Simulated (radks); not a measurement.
Results of a calculation; reference values are marked as such.
Charge is removed step by step from the 5p up level of the antimony ion Sb2+, starting from [Kr] 4d10 5s2 5p(up 1, down 0). Code: a radial shooting solver on a logarithmic mesh with Libxc functionals. Model: scalar-relativistic Kohn-Sham, r2SCAN, spin-polarised, spherical densities, finite nucleus; meta-GGA in the generalised Kohn-Sham scheme; Fermi nuclear charge, rms radius 4.6802 fm.

| removed (e) | E - E(0) (eV) | eigenvalue (eV) | E minus straight line (eV) |
|---|---|---|---|
| 0 | 0.000 | -20.658 | 0.000 |
| 0.25 | 5.410 | -22.634 | -0.738 |
| 0.5 | 11.315 | -24.611 | -0.981 |
| 0.75 | 17.712 | -26.572 | -0.731 |
| 1 | 24.591 | -28.430 | 0.000 |

Removing the whole electron costs 24.591 eV by Delta-SCF, against 20.658 eV from minus the eigenvalue at the starting occupation. Slater's transition state (half an electron removed) gives 24.611 eV. Integrating minus the eigenvalue over the occupation (Janak's theorem) gives 24.595 eV. In this scalar-relativistic scheme the density is built from large components alone, so the theorem holds only approximately. The mean slope of the eigenvalue, de/dn, is 7.77 eV per electron. Ionisation energy of Sb2+ in the NIST Atomic Spectra Database: 25.324 eV (measured).
